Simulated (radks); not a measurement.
Results of a calculation; reference values are marked as such.
The gadolinium ion Gd38+, configuration [Ar] 3d8. Code: a radial shooting solver on a logarithmic mesh with Libxc functionals. Model: scalar-relativistic Kohn-Sham, revPBE, spin-unpolarised, spherical densities, finite nucleus; Fermi nuclear charge, rms radius 5.1569 fm. Some entries of the table are withheld. Estimate them.

orbital,occ.,eigenvalue (eV),<r^2> (bohr^2),r(max) (bohr)
1s,2,-51874.08,0.0006547,(1)
2s,2,-10005.67,0.01020,(2)
2p,6,-9103.004,0.008206,0.06381
3s,2,-3423.875,(3),(4)
3p,6,(5),0.06316,0.2152
3d,8,-2795.358,(6),0.1742

Answer. 
(1) 1s r(max) (bohr): 0.01392
(2) 2s r(max) (bohr): 0.07887
(3) 3s <r^2> (bohr^2): 0.06403
(4) 3s r(max) (bohr): 0.2203
(5) 3p eigenvalue (eV): -3143.616
(6) 3d <r^2> (bohr^2): 0.05135
